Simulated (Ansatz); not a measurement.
Cost and result for the atomization energy of `[CH3][Ga]1[O]C[O]1` (10 atoms, 10 bonds).

```
atom   x (Å)   y (Å)   z (Å)
  C1   0.668   0.595  -1.945
 Ga2   0.068   0.056  -0.192
  O3  -1.137  -1.027   0.630
  C4  -0.643  -0.576   1.877
  O5   0.384   0.349   1.574
  H6   0.595  -0.242  -2.639
  H7   0.045   1.411  -2.314
  H8   1.703   0.936  -1.897
  H9  -1.442  -0.084   2.449
 H10  -0.240  -1.418   2.456
```

The species carries charge 0 and has multiplicity 1. Correlated methods include outer-core shells of Ga, which these sets cover unevenly. Scalar relativity is left out up to krypton. All single points use the PBE0-D4/def2-TZVP geometry. Program: Ansatz. All runs use 4 threads of an Arm Neoverse V2 on a shared host. Times are those of one run each, without the atoms' runs, and a repeat can differ threefold. Electronic energies, without spin–orbit coupling; frozen cores. CCSD(T)/CBS adds CCSD(T) − MP2 in def2-TZVPP to the MP2 limit, and its time is that of the two runs behind it. T1 = 0.016. With those shells the extrapolation isn't a true limit.

CCSD(T)/CBS is a level of theory with its own doubt, some kJ/mol a heavy atom from the limit and from the frozen cores, so smaller differences don't rank the functionals.

| level | functions | wall time |
| --- | --- | --- |
| LDA (SPW92)/def2-TZVPP | 242 | 1.1 s |
| revPBE-D4/def2-TZVPP | 242 | 1.8 s |
| BLYP-D4/def2-TZVPP | 242 | 2 s |
| PBE0-D4/def2-TZVPP | 242 | 2.6 s |
| CAM-B3LYP-D4/def2-TZVPP | 242 | 3.2 s |
| r2SCAN-D4/def2-TZVPP (with forces) | 242 | 4.7 s |
| B2PLYP/def2-TZVPP | 242 | 5 s |
| ωB97X-V/def2-TZVPP | 242 | 7.5 s |
| CCSD(T)/def2-SVP | 113 | 8.5 s |
| B97M-V/def2-TZVPP | 242 | 9.5 s |
| MP2/def2-QZVPP | 467 | 21 s |
| CCSD(T)/def2-TZVPP | 242 | 3.3 min |
| CCSD(T)/CBS(def2) | – | 3.6 min |

Q: What atomization energy does each give, and how far from CCSD(T)/CBS? (An estimate is asked.)

A: Ansatz gave: 
```
                             level  atomization (kJ/mol)  difference from CCSD(T)/CBS  per bond
            LDA (SPW92)/def2-TZVPP                4410.1                        616.8      61.7
              revPBE-D4/def2-TZVPP                3759.3                        -34.0      -3.4
                BLYP-D4/def2-TZVPP                3761.0                        -32.3      -3.2
                PBE0-D4/def2-TZVPP                3777.2                        -16.1      -1.6
           CAM-B3LYP-D4/def2-TZVPP                3781.9                        -11.4      -1.1
r2SCAN-D4/def2-TZVPP (with forces)                3800.9                          7.6       0.8
                 B2PLYP/def2-TZVPP                3736.5                        -56.8      -5.7
                ωB97X-V/def2-TZVPP                3788.9                         -4.4      -0.4
                  CCSD(T)/def2-SVP                3574.3                       -219.0     -21.9
                 B97M-V/def2-TZVPP                3774.2                        -19.1      -1.9
                    MP2/def2-QZVPP                3857.6                         64.3       6.4
                CCSD(T)/def2-TZVPP                3699.5                        -93.8      -9.4
                 CCSD(T)/CBS(def2)                3793.3                          0.0       0.0
```

From BLYP to BHLYP (50 % exact exchange), in def2-TZVPP and without D4, the atomization energy moves by −139.3 kJ/mol: exact exchange takes away binding that semilocal exchange gives to molecules. Leaving LDA and LC-ωPBE aside and taking each functional with its dispersion term where it has one, the values, not all of them listed here, spread over 271.3 kJ/mol, from BHLYP-D4 to PBE-D4. LDA lies +552.5 kJ/mol from PBE without D4, its usual overbinding. At CCSD(T), def2-SVP lies −219.1 kJ/mol from the extrapolated value and def2-TZVPP −93.8 kJ/mol: correlation converges slowly with the basis, and small sets miss more of it in the bonded molecule than in its fragments.
